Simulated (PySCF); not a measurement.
Magnetisability: `C[O][Ge@H]([CH3])[C](F)(F)F`, C3H7F3GeO

Molfile (atoms numbered from 1):
```
C3H7F3GeO
     RDKit          3D

 15 14  0  0  0  0  0  0  0  0999 V2000
    2.0850   -0.9891    0.7353 C   0  0  0  0  0  0  0  0  0  0  0  0
    0.6749   -0.9218    0.6394 O   0  0  0  0  0  0  0  0  0  0  0  0
   -0.2971   -0.1178   -0.5784 Ge  0  0  2  0  0  4  0  0  0  0  0  0
    0.0064    1.8397   -0.6218 C   0  0  0  0  0  0  0  0  0  0  0  0
   -2.1082   -0.5648    0.1824 C   0  0  0  0  0  0  0  0  0  0  0  0
   -2.3448    0.0458    1.3541 F   0  0  0  0  0  0  0  0  0  0  0  0
   -3.0925   -0.1621   -0.6528 F   0  0  0  0  0  0  0  0  0  0  0  0
   -2.3001   -1.8748    0.3787 F   0  0  0  0  0  0  0  0  0  0  0  0
    2.5376    0.0048    0.7296 H   0  0  0  0  0  0  0  0  0  0  0  0
    2.5091   -1.5770   -0.0809 H   0  0  0  0  0  0  0  0  0  0  0  0
    2.3106   -1.4783    1.6831 H   0  0  0  0  0  0  0  0  0  0  0  0
   -0.1770   -0.8288   -1.9197 H   0  0  0  0  0  0  0  0  0  0  0  0
    0.9966    2.0658   -1.0091 H   0  0  0  0  0  0  0  0  0  0  0  0
   -0.0747    2.2363    0.3888 H   0  0  0  0  0  0  0  0  0  0  0  0
   -0.7301    2.3301   -1.2504 H   0  0  0  0  0  0  0  0  0  0  0  0
  1  2  1  0
  2  3  1  0
  3  4  1  0
  3  5  1  0
  5  6  1  0
  5  7  1  0
  5  8  1  0
  1  9  1  0
  1 10  1  0
  1 11  1  0
  3 12  1  6
  4 13  1  0
  4 14  1  0
  4 15  1  0
M  END
```

Method: GIAO PBE/pcSseg-1 magnetisability, rotational g tensor and spin-rotation constants, non-relativistic, gas phase (PySCF 2.14.0). Geometry: GFN2-xTB.

The calculation is non-relativistic, which matters for the atoms heavier than Zn.

Task: What are the magnetisability and the molar susceptibility?

Result: Isotropic -1364 × 10⁻³⁰ J/T², or -82.1 × 10⁻⁶ cm³/mol; principal values -1461, -1319, -1311 × 10⁻³⁰ J/T², anisotropy 146 × 10⁻³⁰ J/T² (root of half the summed squared differences of the principal values). The susceptibility is in cgs units.

Task: Split it along the inertial axes a, b, c into diamagnetic and paramagnetic parts about the centre of mass, with the quadrupole moment.

Result: 
```tsv
axis	χ (10⁻⁶ cm³/mol)	diamagnetic (10⁻⁶ cm³/mol)	paramagnetic (10⁻⁶ cm³/mol)	summed x² of all electrons (Å²)	quadrupole Θ (D Å)
a	-86.9	-660.2	573.3	226.4	+2.41
b	-80.4	-1168.6	1088.2	106.6	-0.34
c	-79.1	-1412.8	1333.7	49.0	-2.07
```
Anisotropies 2χaa − χbb − χcc = -14.3 and 2χbb − χaa − χcc = +5.2 × 10⁻⁶ cm³/mol. Θ is traceless in Buckingham's convention.

Task: And the rotational g tensor?

Result: 
```
axis  rotational constant (GHz)        g  nuclear part  electronic part
   a                     2.1223  -0.0156        0.5560          -0.5716
   b                     1.0604  -0.0102        0.5319          -0.5421
   c                     0.8755  -0.0086        0.5400          -0.5485
```
Asymmetric top; isotopes 12C, 19F, 74Ge, 1H, 16O; no vibrational averaging.
